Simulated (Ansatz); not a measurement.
Total energies of the cluster TiAl9 from Ansatz at PBE-D4/def2-TZVP, gas phase (1 Eh = 27.2114 eV = 2625.5 kJ/mol). The reference geometry is relaxed at PBE-D4/def2-SVP.

```xyz
10

Ti    1.4096    0.5607    1.9264
Al   -0.4482    2.4686    1.3985
Al    0.8155   -2.0753    1.0271
Al    0.3440   -0.5701   -1.5667
Al   -1.1810   -2.5755   -0.5679
Al    2.6056   -0.5358   -0.0876
Al   -1.3413    1.7541   -1.1697
Al    1.1827    1.6199   -0.4721
Al   -0.8611   -0.0998    0.8236
Al   -2.5258   -0.5470   -1.3117
```

```tsv
state	geometry	energy (Eh)
charge 0 doublet	reference	-3030.10596
charge 1 triplet	reference	-3029.88493
charge -1 triplet	reference	-3030.18095
charge 0 quartet	relaxed at PBE-D4/def2-SVP	-3030.09748
```

Question: Work out the vertical ionisation energy to the triplet.

Answer: E(charge 1 triplet) − E(charge 0 doublet) = -3029.88493 − (-3030.10596) = 0.22103 Eh = 6.01 eV. For comparison, −ε of the highest occupied level of the spin that leaves is 4.29 eV at this level, 1.72 eV less.

Question: Work out the vertical electron affinity, to the triplet.

Answer: E(charge 0 doublet) − E(charge -1 triplet) = -3030.10596 − (-3030.18095) = 0.07499 Eh = 2.04 eV. The basis lacks diffuse functions, which makes affinities too small.

Question: Give the fundamental gap IE − EA, the Mulliken electronegativity (IE + EA)/2 and the hardness (IE − EA)/2.

Answer: From the values in Eh: IE − EA = 0.22103 − 0.07499 = 0.14604 Eh = 3.97 eV; (IE + EA)/2 = 4.03 eV; (IE − EA)/2 = 1.99 eV.

Question: Which of the charge 0 states is lowest, and how far above it are the others?

Answer: The doublet. quartet: -3030.09748 − (-3030.10596) = 0.00848 Eh = 22.3 kJ/mol.

At PBE-D4/def2-TZVP the charge 0 doublet is spin-contaminated (final ⟨S²⟩ up to 0.94, 0.75 for a pure state). At PBE-D4/def2-TZVP the charge -1 triplet is spin-contaminated (final ⟨S²⟩ up to 2.22, 2.00 for a pure state). At PBE-D4/def2-TZVP the charge 0 quartet is spin-contaminated (final ⟨S²⟩ up to 3.91, 3.75 for a pure state).  

The structure comes from a short search, and lower isomers may exist.
